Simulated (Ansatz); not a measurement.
Ansatz (a program for electronic structure) input (CCSD(T)/aug-cc-pVDZ):

Ansatz 0.2 input:
```yaml
crystal:
  periodic: [false, false, false]
  atoms:
    - {symbol: C, position_ang: [-2.52971093, 0.05714897, -0.39430108]}
    - {symbol: C, position_ang: [-1.33455279, -0.62405913, 0.26435911]}
    - {symbol: C, position_ang: [-0.01600221, -0.01635351, 0.03044103]}
    - {symbol: O, position_ang: [-0.00418030, 1.19155242, -0.37852481]}
    - {symbol: C, position_ang: [1.24785494, -0.74800677, 0.25943247]}
    - {symbol: C, position_ang: [2.52233321, 0.08806350, 0.24169161]}
    - {symbol: H, position_ang: [-2.63704868, 1.08833915, -0.06303740]}
    - {symbol: H, position_ang: [-2.43609655, 0.04944614, -1.47989648]}
    - {symbol: H, position_ang: [-3.43660476, -0.48184017, -0.12816194]}
    - {symbol: H, position_ang: [-1.43489300, -0.61069924, 1.36369638]}
    - {symbol: H, position_ang: [-1.25954720, -1.68842051, 0.02161593]}
    - {symbol: H, position_ang: [1.13171233, -1.31513339, 1.18893125]}
    - {symbol: H, position_ang: [1.26856386, -1.52299558, -0.52170699]}
    - {symbol: H, position_ang: [3.38177233, -0.55646580, 0.41545845]}
    - {symbol: H, position_ang: [2.52369684, 0.84527644, 1.02813173]}
    - {symbol: H, position_ang: [2.69267191, 0.56600518, -0.72741104]}
    - {symbol: H, position_ang: [0.89968193, 1.55331009, -0.47916017]}
basis:
  gaussian:
    orbitals: aug-cc-pVDZ
total_charge: 1
magnetization: {spin_polarized: false}
correlation: {method: ccsd_t, electrons: outside_noble_gas}
output: {forces: true}
```

Output:

```
Functional definition: HF
integrals: 1.65 GiB planned
2332 factors; integrals over basis functions are off by at most 8.0e-4 eV
1.15 GiB of device memory are held for the factors and their scratch space
mean field: 1.47 GiB planned
mean field evaluation 1: about -7350.6558 eV, gradient 5.5e1 eV
mean field evaluation 2: about -7350.6933 eV, gradient 5.5e1 eV
mean field evaluation 4: about -7357.9946 eV, gradient 5.1e0 eV
mean field evaluation 8: about -7358.0834 eV, gradient 3.4e-1 eV
mean field evaluation 16: about -7357.9477 eV, gradient 5.1e0 eV
mean field -7358.08414983 eV, -270.4046050177 hartree, gradient 5.9e-6 eV, S^2 0.000000; 0 other end points of the search recorded, 0 dependent functions left out
6 core orbitals not correlated
reference -7358.08414983 eV, -270.4046050177 hartree; 18, 18 occupied and 213, 213 virtual orbitals, 2332 factors
densities: 11.59 GiB planned
second order -24.75979345 eV of doubles, -0.00000000 eV of singles
coupled cluster: 10.78 GiB planned
cycle   1  -25.84209487 eV  change    -1.1e0 eV  update   1.2e-1
cycle   2  -26.49491046 eV  change   -6.5e-1 eV  update   3.3e-2
cycle   3  -26.65496129 eV  change   -1.6e-1 eV  update   1.9e-2
cycle   4  -26.65161267 eV  change    3.3e-3 eV  update   5.6e-3
cycle   5  -26.64959179 eV  change    2.0e-3 eV  update   2.3e-3
cycle   6  -26.64969059 eV  change   -9.9e-5 eV  update   7.0e-4
cycle   7  -26.64935325 eV  change    3.4e-4 eV  update   2.6e-4
cycle   8  -26.64934493 eV  change    8.3e-6 eV  update   8.6e-5
cycle   9  -26.64937374 eV  change   -2.9e-5 eV  update   3.2e-5
cycle  10  -26.64936359 eV  change    1.0e-5 eV  update   1.3e-5
cycle  11  -26.64937287 eV  change   -9.3e-6 eV  update   4.8e-6
perturbative correction -0.90520681 eV, -0.0332657366 hartree
the calculation of the forces begins
1.15 GiB of device memory are held for the factors and their scratch space
Total energy: -7385.63872951 eV, -271.4172171438 hartree
Atom 0 at    -2.529711     0.057149    -0.394301 Å, force     0.085744     0.018788    -0.019464 eV/Å
Atom 1 at    -1.334553    -0.624059     0.264359 Å, force    -0.331166    -0.113047     0.107058 eV/Å
Atom 2 at    -0.016002    -0.016354     0.030441 Å, force     0.179050    -0.225224     0.040004 eV/Å
Atom 3 at    -0.004180     1.191552    -0.378525 Å, force    -0.281184     0.846383    -0.294640 eV/Å
Atom 4 at     1.247855    -0.748007     0.259432 Å, force     0.255818    -0.180156     0.036980 eV/Å
Atom 5 at     2.522333     0.088064     0.241692 Å, force    -0.059505     0.015019    -0.003746 eV/Å
Atom 6 at    -2.637049     1.088339    -0.063037 Å, force    -0.030838     0.461444     0.165979 eV/Å
Atom 7 at    -2.436097     0.049446    -1.479896 Å, force     0.052208    -0.015082    -0.489561 eV/Å
Atom 8 at    -3.436605    -0.481840    -0.128162 Å, force    -0.387993    -0.250354     0.128019 eV/Å
Atom 9 at    -1.434893    -0.610699     1.363696 Å, force    -0.002795     0.035050     0.380639 eV/Å
Atom 10 at    -1.259547    -1.688421     0.021616 Å, force     0.058094    -0.399420    -0.146451 eV/Å
Atom 11 at     1.131712    -1.315133     1.188931 Å, force    -0.069091    -0.174827     0.386459 eV/Å
Atom 12 at     1.268564    -1.522996    -0.521707 Å, force    -0.020752    -0.255759    -0.308674 eV/Å
Atom 13 at     3.381772    -0.556466     0.415458 Å, force     0.359937    -0.299571     0.077907 eV/Å
Atom 14 at     2.523697     0.845276     1.028132 Å, force    -0.024222     0.340610     0.351616 eV/Å
Atom 15 at     2.692672     0.566005    -0.727411 Å, force     0.047767     0.210542    -0.429874 eV/Å
Atom 16 at     0.899682     1.553310    -0.479160 Å, force     0.168928    -0.014396     0.017750 eV/Å
Dipole moment:     0.349186    -0.085883     0.067834 e Å
```

It need not be the lowest isomer of its formula.
